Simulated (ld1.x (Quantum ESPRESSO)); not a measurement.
## Building the RRKJ potential for iron (Fe) (Wu–Cohen, scalar-relativistic).

Input for ld1.x (Quantum ESPRESSO) 7.5:

```
&input
   title='Fe', zed=26., rel=1, dft='WC', iswitch=3,
   config='[Ar] 3d6 4s1 4p0 4f-2',
   nld=4, rlderiv=2.65, eminld=-3.0, emaxld=5.0, deld=0.02
 /
 &inputp
   pseudotype=2, tm=.false., lloc=0,
   nlcc=.false.,
   file_pseudopw='Fe.UPF', file_wfcaegen='ae.wfc', file_wfcncgen='nc.wfc', file_beta='beta', file_chi='chi'
 /
4
4P  2  1   0.00   0.00  2.45  2.45  0.0
3D  3  2   6.00   0.00  1.75  1.75  0.0
4F  4  3  -2.00   0.30  2.25  2.25  0.0
4S  1  0   1.00   0.00  2.10  2.10  0.0
 &test
   configts(1)='3d6 4s1 4p0'
 /
```

Command:

```bash
ld1.x < Fe.in > Fe.out
```

Output (shortened: banner, matrices, multipoles, cross overlaps and the repeated all-electron block are left out):

```
Program LD1 v.7.5
     --------------------------- All-electron run ----------------------------

     Fe
     scalar relativistic calculation

     atomic number is 26.00
     dft =WC   lsd =0 sic =0 latt =0  beta=0.20 tr2=1.0E-14
     Exchange-correlation= WC
                           (   1   4  11   4   0   0   0)
     mesh =1191 r(mesh) = 101.18024 a.u. xmin = -7.00 dx = 0.01250
     1 Ry =  13.60569312 eV, c = 137.03599908

     n l     nl                  e(Ry)          e(Ha)          e(eV)
     1 0     1S 1( 2.00)      -514.8858      -257.4429     -7005.3776
     2 0     2S 1( 2.00)       -60.8361       -30.4180      -827.7171
     2 1     2P 1( 6.00)       -51.9569       -25.9785      -706.9101
     3 0     3S 1( 2.00)        -7.5230        -3.7615      -102.3559
     3 1     3P 1( 6.00)        -5.0365        -2.5183       -68.5253
     3 2     3D 1( 6.00)        -1.1766        -0.5883       -16.0091
     4 0     4S 1( 1.00)        -0.9063        -0.4531       -12.3304
     4 1     4P 1( 0.00)        -0.5344        -0.2672        -7.2712

     final scf error:  9.9E-15 reached in  24 iterations

     Etot =   -2543.436602 Ry,   -1271.718301 Ha,  -34605.217882 eV

     Ekin =    2573.864832 Ry,    1286.932416 Ha,   35019.215046 eV
     Encl =   -6067.910105 Ry,   -3033.955053 Ha,  -82558.122787 eV
     Eh   =    1060.491844 Ry,     530.245922 Ha,   14428.726591 eV
     Exc  =    -109.883173 Ry,     -54.941587 Ha,   -1495.036732 eV

     normalization and overlap integrals

     s(1S/1S) =  1.000000  <r> =   0.0585  <r2> =    0.0046  r(max) =   0.0385
     s(2S/2S) =  1.000000  <r> =   0.2671  <r2> =    0.0842  r(max) =   0.2213
     s(2P/2P) =  1.000000  <r> =   0.2356  <r2> =    0.0682  r(max) =   0.1790
     s(3S/3S) =  1.000000  <r> =   0.8115  <r2> =    0.7607  r(max) =   0.6990
     s(3P/3P) =  1.000000  <r> =   0.8583  <r2> =    0.8698  r(max) =   0.7167
     s(3D/3D) =  1.000000  <r> =   1.1114  <r2> =    1.6346  r(max) =   0.7078
     s(4S/4S) =  1.000000  <r> =   2.6912  <r2> =    8.2957  r(max) =   2.2635
     s(4P/4P) =  1.000000  <r> =   3.4259  <r2> =   13.5744  r(max) =   2.7994

     ------------------------ End of All-electron run ------------------------

     --------------------- Generating NC pseudopotential ---------------------

      Generating local pot.: lloc=0, matching radius rcloc =   2.1000

      Wfc   4P  rcut= 2.440  Estimated cut-off energy=       28.83 Ry
      This function has    0 nodes for 0 < r <    2.440

      Wfc   3D  rcut= 1.763  Estimated cut-off energy=       75.80 Ry
      This function has    0 nodes for 0 < r <    1.763

      Wfc   4F  rcut= 2.263  Estimated cut-off energy=       54.87 Ry
      This function has    0 nodes for 0 < r <    2.263

     ------------------- End of pseudopotential generation -------------------

     Computing logarithmic derivative in   2.64633
     Computing logarithmic derivative in   2.64633
     Computing the partial wave expansion
       no projector for channel:   0
     R is outside the sphere for l=    1 j= 0.00
     R is outside the sphere for l=    2 j= 0.00
     R is outside the sphere for l=    3 j= 0.00

     ---------------------- Testing the pseudopotential ----------------------

     Fe
     scalar relativistic calculation

     atomic number is 26.00   valence charge is  8.00
     dft =WC   lsd =0 sic =0 latt =0  beta=0.20 tr2=1.0E-14
     mesh =1191 r(mesh) = 101.18024 xmin = -7.00 dx = 0.01250

     n l     nl             e AE (Ry)        e PS (Ry)    De AE-PS (Ry)
     3 2     3D   1( 6.00)       -1.17664       -1.17664        0.00000
     1 0     4S   1( 1.00)       -0.90627       -0.90627        0.00000
     2 1     4P   1( 0.00)       -0.53442       -0.53442        0.00000

     eps = 3.7E-16  iter = 22

     Etot =   -2543.436602 Ry,   -1271.718301 Ha,  -34605.217882 eV
     Etotps =   -38.676645 Ry,     -19.338322 Ha,    -526.222560 eV

     Ekin =      55.049577 Ry,      27.524788 Ha,     748.987646 eV
     Encl =     -54.123401 Ry,     -27.061700 Ha,    -736.386384 eV
     Ehrt =      32.879781 Ry,      16.439891 Ha,     447.352215 eV
     Ecxc =      -7.244714 Ry,      -3.622357 Ha,     -98.569361 eV
     Epseu=     -65.237887 Ry,     -32.618944 Ha,    -887.606675 eV

     ---------------------- End of pseudopotential test ----------------------
```

Generation and configuration tests took about 5.4 s on one core of a shared server CPU.

Transferability test of the new file with ld1.x, input:

```
&input
   title='Fe', zed=26., rel=1, dft='WC', iswitch=2,
   config='[Ar] 3d6 4s1 4p0 4f-2'
 /
 &test
   file_pseudo='Fe.UPF', nconf=8,
   configts(1)='3d6 4s1 4p0',
   configts(2)='3d6 4s2 4p0',
   configts(3)='3d6 4s0 4p0',
   configts(4)='3d5 4s0 4p0',
   configts(5)='3d6 4s1 4p1',
   configts(6)='3d6.5 4s1.5 4p0',
   configts(7)='3d6 4s0 4p2',
   configts(8)='3d4 4s0 4p0'
 /
```

```bash
ld1.x < Fe.test.in > Fe.test.out
```

Pseudopotential blocks of its output, shortened (energy terms left out; the distinct warnings before each block abridged to one line each):

```
     ---------------------- Testing the pseudopotential ----------------------

     n l     nl             e AE (Ry)        e PS (Ry)    De AE-PS (Ry)
     3 2     3D   1( 6.00)       -1.17664       -1.17664        0.00000
     1 0     4S   1( 1.00)       -0.90627       -0.90627        0.00000
     2 1     4P   1( 0.00)       -0.53442       -0.53442        0.00000

     eps = 4.0E-15  iter = 28

     Etot =   -2543.436602 Ry,   -1271.718301 Ha,  -34605.217882 eV
     Etotps =   -38.676645 Ry,     -19.338322 Ha,    -526.222561 eV

     ---------------------- End of pseudopotential test ----------------------

          ---------------------- Testing the pseudopotential ----------------------

     n l     nl             e AE (Ry)        e PS (Ry)    De AE-PS (Ry)
     3 2     3D   1( 6.00)       -0.55393       -0.55444        0.00051
     1 0     4S   1( 2.00)       -0.39138       -0.39084       -0.00054
     2 1     4P   1( 0.00)       -0.09445       -0.09406       -0.00039

     eps = 7.1E-15  iter = 31

     Etot =   -2544.080490 Ry,   -1272.040245 Ha,  -34613.978433 eV
     Etotps =   -39.320259 Ry,     -19.660130 Ha,    -534.979380 eV
     dEtot_ae =      -0.643889 Ry
     dEtot_ps =      -0.643614 Ry,   Delta E=      -0.000274 Ry

     ---------------------- End of pseudopotential test ----------------------

          ---------------------- Testing the pseudopotential ----------------------

     n l     nl             e AE (Ry)        e PS (Ry)    De AE-PS (Ry)
     3 2     3D   1( 6.00)       -1.88943       -1.88792       -0.00151
     1 0     4S   1( 0.00)       -1.46874       -1.46043       -0.00831  !
     2 1     4P   1( 0.00)       -1.03537       -1.02823       -0.00714  !

     eps = 4.1E-15  iter = 10

     Etot =   -2542.253961 Ry,   -1271.126980 Ha,  -34589.127228 eV
     Etotps =   -37.495949 Ry,     -18.747975 Ha,    -510.158377 eV
     dEtot_ae =       1.182641 Ry
     dEtot_ps =       1.180696 Ry,   Delta E=       0.001945 Ry

     ---------------------- End of pseudopotential test ----------------------

          Warning: n=3, l=2 expected 0 nodes, found 1
     ---------------------- Testing the pseudopotential ----------------------

     n l     nl             e AE (Ry)        e PS (Ry)    De AE-PS (Ry)
     3 2     3D   1( 5.00)       -3.17658       -3.19704        0.02046  !
     1 0     4S   1( 0.00)       -2.28190       -2.27186       -0.01004  !
     2 1     4P   1( 0.00)       -1.75692       -1.73680       -0.02012  !

     eps = 1.6E-15  iter = 12

     Etot =   -2539.738834 Ry,   -1269.869417 Ha,  -34554.907193 eV
     Etotps =   -34.969323 Ry,     -17.484661 Ha,    -475.781872 eV
     dEtot_ae =       3.697767 Ry
     dEtot_ps =       3.707322 Ry,   Delta E=      -0.009555 Ry

     ---------------------- End of pseudopotential test ----------------------

          ---------------------- Testing the pseudopotential ----------------------

     n l     nl             e AE (Ry)        e PS (Ry)    De AE-PS (Ry)
     3 2     3D   1( 6.00)       -0.67630       -0.67919        0.00289
     1 0     4S   1( 1.00)       -0.46919       -0.46884       -0.00035
     2 1     4P   1( 1.00)       -0.15433       -0.15407       -0.00026

     eps = 8.0E-15  iter = 27

     Etot =   -2543.774055 Ry,   -1271.887028 Ha,  -34609.809169 eV
     Etotps =   -39.013914 Ry,     -19.506957 Ha,    -530.811337 eV
     dEtot_ae =      -0.337453 Ry
     dEtot_ps =      -0.337269 Ry,   Delta E=      -0.000185 Ry

     ---------------------- End of pseudopotential test ----------------------

          ---------------------- Testing the pseudopotential ----------------------

     n l     nl             e AE (Ry)        e PS (Ry)    De AE-PS (Ry)
     3 2     3D   1( 6.50)       -0.40516       -0.39632       -0.00884  !
     1 0     4S   1( 1.50)       -0.34999       -0.35048        0.00049
     2 1     4P   1( 0.00)       -0.07519       -0.07615        0.00097

     eps = 5.1E-16  iter = 28

     Etot =   -2544.134073 Ry,   -1272.067037 Ha,  -34614.707466 eV
     Etotps =   -39.371681 Ry,     -19.685841 Ha,    -535.679015 eV
     dEtot_ae =      -0.697472 Ry
     dEtot_ps =      -0.695037 Ry,   Delta E=      -0.002435 Ry

     ---------------------- End of pseudopotential test ----------------------

          ---------------------- Testing the pseudopotential ----------------------

     n l     nl             e AE (Ry)        e PS (Ry)    De AE-PS (Ry)
     3 2     3D   1( 6.00)       -0.78330       -0.78952        0.00621  !
     1 0     4S   1( 0.00)       -0.53104       -0.53071       -0.00033
     2 1     4P   1( 2.00)       -0.20312       -0.20286       -0.00025

     eps = 3.7E-15  iter = 23

     Etot =   -2543.452578 Ry,   -1271.726289 Ha,  -34605.435247 eV
     Etotps =   -38.692487 Ry,     -19.346244 Ha,    -526.438109 eV
     dEtot_ae =      -0.015976 Ry
     dEtot_ps =      -0.015842 Ry,   Delta E=      -0.000134 Ry

     ---------------------- End of pseudopotential test ----------------------

          ---------------------- Testing the pseudopotential ----------------------

     n l     nl             e AE (Ry)        e PS (Ry)    De AE-PS (Ry)
     3 2     3D   1( 4.00)       -4.65948       -4.65636       -0.00312
     1 0     4S   1( 0.00)       -3.19823       -3.19495       -0.00328
     2 1     4P   1( 0.00)       -2.59042       -2.55212       -0.03830  !

     eps = 1.2E-15  iter =  9

     Etot =   -2535.835944 Ry,   -1267.917972 Ha,  -34501.805669 eV
     Etotps =   -31.052127 Ry,     -15.526063 Ha,    -422.485704 eV
     dEtot_ae =       7.600657 Ry
     dEtot_ps =       7.624518 Ry,   Delta E=      -0.023861 Ry

     ---------------------- End of pseudopotential test ----------------------
```
